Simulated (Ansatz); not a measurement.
`[CH3][SnH]([OH])[Br]` → CH₄ + `[OH][Sn][Br]`  (stannylene formation by 1,1-elimination)

Computed with Ansatz on PBE0-D4/def2-TZVP structures; ΔE is electronic, products minus reactants. CCSD(T)/CBS is the MP2 limit (def2-TZVPP, def2-QZVPP) plus CCSD(T) − MP2 in def2-TZVPP, frozen cores. This one scheme is used for every species. Functionals use def2-TZVPP. def2 core potentials past Kr. For Br, Sn outer-core shells are correlated without core-valence functions, which leaves a few kJ/mol of doubt a bond. Scalar relativity is left out up to krypton. Each species was taken in one conformer, which may not be the lowest.

`[CH3][SnH]([OH])[Br]`:

Z-matrix (Å, degrees):
```
C
Sn 1 2.115
H 1 1.089 2 110.0
H 1 1.089 2 108.2 3 119.9
H 1 1.090 2 109.4 3 -120.7
O 2 1.958 1 104.9 3 -176.9
Br 2 2.490 1 109.5 3 -62.9
H 2 1.707 1 119.6 3 59.4
H 6 0.960 2 113.8 1 166.7
```

CH₄:

Cartesian coordinates in Å:
```
C 0.000 0.000 0.000
H -0.495 0.749 0.618
H -0.209 0.200 -1.051
H -0.372 -0.990 0.262
H 1.075 0.041 0.171
```

`[OH][Sn][Br]`:

Cartesian coordinates in Å:
```
O 0.696 0.393 -0.637
Sn 0.031 -0.710 0.860
Br -2.373 -0.024 0.562
H 1.645 0.341 -0.785
```

CCSD(T)/CBS gives -0.45 eV.

Task: Another level gave -0.53 eV. Which?
A. r2SCANh/def2-TZVPP
B. CAM-B3LYP/def2-TZVPP
C. LDA (SPW92)/def2-TZVPP
D. MP2/def2-TZVPP

Result: A. r2SCANh -0.53, LDA (SPW92) -0.40, CAM-B3LYP -0.66, MP2/def2-TZVPP -0.46 eV.

Largest T1 diagnostic among the species: 0.015.

At CCSD(T), def2-SVP lies −0.07 eV from the extrapolated value and def2-TZVPP +0.03 eV. From BLYP to BHLYP (50 % exact exchange), in def2-TZVPP and without D4, ΔE moves by +0.43 eV.
